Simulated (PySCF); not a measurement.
Cl2Zr, SMILES [Cl][Zr][Cl], multiplicity 1.

Geometry: PBE0-D3(BJ)/def2-TZVP. The spin state was assumed, not searched. The def2 effective core potentials stand for the cores of Zr; spin–orbit coupling is left out.

Two levels are set side by side: PBE/def2-TZVPD (PySCF) and PBE0/def2-TZVPD (PySCF). Same geometry, gas phase. Differences are taken from unrounded values.

| quantity | PBE0 | PBE | PBE minus PBE0 |
|---|---|---|---|
| orbital gap (eV) | 2.12 | 0.20 | -1.92 |
| highest occupied level (eV) | -5.39 | -4.48 | 0.91 |
| lowest empty level (eV) | -3.27 | -4.28 | -1.01 |
| dipole moment (D) | 1.43 | 1.08 | -0.35 |
| mean polarisability (bohr³) | 104.5 | 109.5 | 5.0 |

PBE's occupied levels lie high since its potential decays too fast outside the molecule; exact exchange lowers them and widens the gap. Loosely held outer electrons make PBE densities more polarisable. Differences between two approximate levels are no errors against the true value.

Rough cost on one machine, each run with all the roots and properties that it gave: PBE0 against PBE within a factor of 2.
